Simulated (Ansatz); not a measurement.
Isomers of C$_{8}$H$_{16}$, relaxed with PBE0-D4/def2-TZVP in Ansatz; electronic energies, one conformer each and not always the lowest. Functionals use def2-TZVPP; CBS adds triple-zeta CCSD(T) − MP2 to the MP2 limit of def2-TZVPP and def2-QZVPP.

Task: Order them by energy at frozen-core CCSD(T)/CBS, lowest first. (Estimate.)
A. `C[C@@H]1CCCC[C@@H]1C`
B. `CC/C=C\C(C)(C)C`
C. `CC(C)=CC(C)(C)C`
D. `C=C(C)CC(C)(C)C`

Result: A (0.0 kcal/mol), D (17.2 kcal/mol), C (18.6 kcal/mol), B (21.2 kcal/mol).

Task: How do ωB97M-V, B3LYP-D4, B2PLYP, B3LYP place them (kcal/mol, against `C[C@@H]1CCCC[C@@H]1C`)? (Estimate.)

Result: Ansatz gave: 
| isomer | ωB97M-V | B3LYP-D4 | B2PLYP | B3LYP |
| --- | --- | --- | --- | --- |
| `CC(C)=CC(C)(C)C` | 19.4 | 15.6 | 16.1 | 14.1 |
| `C=C(C)CC(C)(C)C` | 18.0 | 14.9 | 15.6 | 14.1 |
| `CC/C=C\C(C)(C)C` | 22.3 | 18.5 | 18.9 | 16.8 |

B3LYP here is the variant with VWN-RPA as its local correlation; programs differ in this.
